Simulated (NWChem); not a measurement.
CH₃Zn cation; SMILES [CH3][Zn+]

```xyz
5

Zn     0.0000     0.0000    -0.4610
C      0.0000     0.0000     1.5084
H      0.7492     0.7492     1.7983
H      0.2742    -1.0234     1.7983
H     -1.0234     0.2742     1.7983
```
Atoms are numbered in this order, from 1.

The geometry was optimised at PBE0/def2-SVP.

**Question.** List the 6 lowest vertical singlet excitations from PBE/6-31G* (spherical d), TDA (NWChem).

**Answer.** 
```tsv
state	energy (eV)	oscillator strength	leading excitation (squared amplitude)
S1	5.65	0.435	HOMO → LUMO (0.84)
S2	5.79	0.005	HOMO−1 → LUMO (0.98)
S3	5.79	0.005	HOMO−2 → LUMO (0.98)
S4	7.05	0.000	HOMO−3 → LUMO (1.00)
S5	7.05	0.000	HOMO−4 → LUMO (1.00)
S6	7.36	0.012	HOMO−5 → LUMO (0.88)
```
